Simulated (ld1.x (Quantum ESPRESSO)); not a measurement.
# Before and after: TM potential for Tl (Z = 81)

thallium (Tl), norm-conserving Troullier–Martins (Kleinman–Bylander form), made with ld1.x (Quantum ESPRESSO) 7.5 (PBE, scalar-relativistic). Core [Xe] 4f14, reference 5d10 6s1.5 6p1.5. Waves: 6s (bound): rc 1.75 bohr; 6p (bound): rc 2.60 bohr; 5d (bound): rc 1.65 bohr. Local part: all-electron potential smoothed inside 1.60 bohr (lloc = -1). Core correction: a·sin(br)/r model core, default radius (core density twice the valence density).

All-electron outer shells of the reference configuration (PBE, scalar-relativistic, ld1.x):

| shell | level (eV) | outermost node (bohr) | outermost maximum (bohr) |
| --- | --- | --- | --- |
| 4f | -115.02 | – | 0.36 |
| 5p | -77.10 | 0.50 | 0.91 |
| 5d | -16.43 | 0.53 | 1.11 |
| 6s | -10.19 | 1.04 | 2.05 |
| 6p | -2.79 | 1.23 | 2.87 |

Change: local potential all-electron potential smoothed inside 2.40 bohr (lloc = -1).

Cutoffs: the cutoffs (Ry, on a coarse ladder) from which the occupation-weighted sum of valence levels, in a spherical-Bessel basis at the reference potential, stays within 10 and 1 mRy of its value at 400 Ry; they do not see the model core or the augmentation charge, which bear on the density cutoff. Errors are all-electron minus pseudo energies relative to the spin-unpolarised reference configuration.

**Question.** What does the change do?

**Answer.** The potential gets neither clearly harder nor softer (50 Ry and 90 Ry → 50 Ry and 90 Ry); the bound ghost in p, s disappears; of the 7 tests that both files solve, the error grows in 2 and shrinks in 2 by more than 15 % and 0.3 meV (median size 2.0 → 1.3 meV); the range in which the s phases agree narrows (upper end 2.2 → 0.8); the range in which the p phases agree narrows (upper end 4.0 → 1.8). In the separable form a ghost depends on how the local part lies against the semilocal potential of the channel, so the choice of the local part can create or remove one.

| quantity | base | changed |
| --- | --- | --- |
| cutoff, loose | 50 Ry | 50 Ry |
| cutoff, tight | 90 Ry | 90 Ry |
| bound ghosts | s, p | none |
| error for 5d10 6s2 6p1, meV [ΔE -3.65 eV] | +0.2 | +0.7 |
| error for 5d10 6s2 6p0, meV [ΔE 1.52 eV] | -5.4 | -5.6 |
| error for 5d10 6s1 6p0, meV [ΔE 22.30 eV] | -21 | -20 |
| error for 5d10 6s1 6p1, meV [ΔE 9.80 eV] | -7.1 | -2.1 |
| error for 5d10 6s2 6p1.3, meV [ΔE -4.14 eV] | +0.3 | +1.3 |
| error for 5d10 6s1 6p2, meV [ΔE 3.76 eV] | -2.0 | -1.3 |
| error for 5d10 6s2 6p0.5, meV [ΔE -1.79 eV] | -1.3 | -1.3 |
| s: phases at 2.86 bohr within 0.05 rad from the reference energy up to (Ry; the scan ends near 5) | 2.2 | 0.8 |
| p: phases at 2.86 bohr within 0.05 rad from the reference energy up to (Ry; the scan ends near 5) | 4.0 | 1.8 |
| d: phases at 2.86 bohr within 0.05 rad from the reference energy up to (Ry; the scan ends near 5) | to the end of the scan | 0.9 |

 A true bound ghost makes a file unfit for plane-wave use even where its test errors are small: the radial tests pick states by their node count and pass the ghost by.
